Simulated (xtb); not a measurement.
CH₃O (SMILES C=[OH+]), charge +1, singlet, geometry from GFN2-xTB. Base run: GFN0-xTB (xtb).

The xtb input:
```
$ xtb mol.xyz --gfn 0 --chrg 1 --json

# file mol.xyz
5

C     -0.58152487     0.19211987     0.00229310
O      0.54730089    -0.27552580     0.00069148
H     -1.41942885    -0.51991072     0.03534883
H     -0.82073869     1.26382584    -0.02663036
H      1.35090961     0.30757208    -0.02800891
```

Variants of this job, named by their change:

| change | ΔE vs base (kcal/mol) | HOMO-LUMO gap (eV) |
|---|---|---|
| base | 0.000 | 4.44 |
| etemp = 3000 | -0.005 | 4.44 |
| etemp = 10000 | [?] | 4.44 |
| acc = 30 | 0.000 | 4.44 |

**Question.** Some entries are withheld; supply them.

**Answer.** 
- etemp = 10000, ΔE vs base (kcal/mol): -7.03
